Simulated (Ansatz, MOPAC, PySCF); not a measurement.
Molecule: HI, net charge 0, singlet state. SMILES: I
Coordinates optimised at B3LYP-D3(BJ)/def2-TZVP (Ansatz, a first-principles code):
```
I
H 1 1.6155
```
Charge 0, spin multiplicity 1.

Property: size of the dipole moment, in D. Conventions: STO-3G and 3-21G all-electron and non-relativistic; LANL2DZ with its own core potentials from Na on; no spin-orbit coupling; six Cartesian d functions in 6-31G* and its kin unless marked 5d; def2 sets with scalar-relativistic core potentials past Kr. Ab initio and DFT rows: single points at B3LYP-D3(BJ) geometries (Ansatz). Semi-empirical rows: dipoles at the shared geometry.

Measured values: NIST CCCBDB, as tabulated in the package chemicals; dipoles are vibrational averages. 

Value to compare with, the measured value: 0.45 D.

| level | program | size of the dipole moment (D) | error |
|---|---|---|---|
| AM1 | MOPAC | 1.30 | 0.85 |
| PM3 | MOPAC | 0.85 | 0.40 |
| MNDO | MOPAC | 1.05 | 0.60 |
| PBE/3-21G | Ansatz | 0.98 | 0.53 |
| B3LYP/def2-SVP | Ansatz | 0.59 | 0.14 |
| B3LYP/6-31G* with LANL2DZ past Ar | Ansatz | 0.83 | 0.38 |
| M06-2X/6-31G* with LANL2DZ past Ar (5d) | PySCF | 0.85 | 0.40 |

Among the 7 habitual levels, AM1 lies farthest from the measured value (0.85 D) and B3LYP/def2-SVP nearest (0.14); 7 of 7 lie above it, and their mean absolute error is 0.47 D, the median 0.40. One case shows no general order.

The levels are drawn from those run, B3LYP/6-31G* more often than the rest, none by its result; runs whose electronic state is in doubt are left out.
